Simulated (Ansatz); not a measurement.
Basis-set series for BFGaHS (`F[B]1[S][GaH]1`). Charge 0, multiplicity 1. Geometry: relaxed with PBE0-D4/def2-TZVP.

```tsv
functional	basis	functions	energy (Eh)	HOMO (eV)	LUMO (eV)
PBE0-D4	def2-SVP	83	-2447.42907	-6.73	-2.14
PBE0-D4	def2-TZVPP	166	-2447.96109	-6.77	-2.24
ωB97M-V	def2-SVP	83	-2447.78782	-8.68	-0.28
ωB97M-V	def2-TZVPP	166	-2448.31972	-8.74	-0.40
```

(1) Give the rows for def2-QZVPP. (Best estimate.)

Answers

(1) Ansatz gave: 
```
functional       basis  functions  energy (Eh)  HOMO (eV)  LUMO (eV)
   PBE0-D4  def2-QZVPP        303  -2448.02269      -6.79      -2.26
   ωB97M-V  def2-QZVPP        303  -2448.37899      -8.77      -0.50
```

Scalar relativity is left out up to krypton.
